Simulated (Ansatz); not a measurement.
Reaction (cleavage of the Al–Si bond): `[OH][Al]([OH])[SiH3]` + silanol → `[OH][Al]([OH])[O][SiH3]` + SiH₄

Program: Ansatz. Geometries: PBE0-D4/def2-TZVP. ΔE: electronic, gas phase. CBS: MP2 limit from def2 TZ/QZ plus the TZ coupled-cluster correction, frozen cores. This one scheme is used for every species. Functionals use def2-TZVPP. One conformer a species, not always the lowest.

`[OH][Al]([OH])[SiH3]`:

```xyz
9

O     1.958   -0.643    0.504
Al    0.643    0.136   -0.227
O     0.797    1.270   -1.476
Si   -1.599   -0.377    0.564
H     2.881   -0.521    0.293
H     1.608    1.576   -1.875
H    -2.138    0.753    1.374
H    -1.617   -1.596    1.418
H    -2.534   -0.595   -0.575
```

`O[SiH3]`:

```xyz
6

O     0.238   -0.340   -1.212
Si    0.058   -0.007    0.391
H    -0.347    0.099   -1.830
H     0.272    1.438    0.680
H     1.079   -0.817    1.092
H    -1.301   -0.373    0.879
```

`[OH][Al]([OH])[O][SiH3]`:

Cartesian coordinates in Å:
```
O -2.269 0.754 0.314
Al -0.603 1.009 0.335
O 0.002 2.519 0.784
O 0.413 -0.252 -0.094
Si 0.967 -1.705 -0.564
H -2.890 1.442 0.549
H 0.936 2.718 0.812
H 0.737 -2.716 0.503
H 2.427 -1.617 -0.832
H 0.281 -2.152 -1.806
```

SiH₄:

Z-matrix (Å, degrees):
```
Si
H 1 1.485
H 1 1.485 2 109.5
H 1 1.485 2 109.5 3 -120.0
H 1 1.485 2 109.5 3 120.0
```

```tsv
level	ΔE (kJ/mol)
PBE-D4	-124.3
MP2/def2-QZVPP	-160.5
```

(1) What does CCSD(T)/CBS give? (Estimate.)

Largest T1 diagnostic among the species: 0.013.

Answers

(1) The calculation gave: -151.1 kJ/mol. The listed levels differ from it by 26.8, -9.4 kJ/mol.

In def2-TZVPP, CCSD(T) changes the Hartree–Fock value by +21.8 kJ/mol (the triples alone add +3.5 kJ/mol) and MP2 by +14.1 kJ/mol. From PBE to PBE0 (25 % exact exchange), in def2-TZVPP and without D4, ΔE moves by −9.6 kJ/mol.
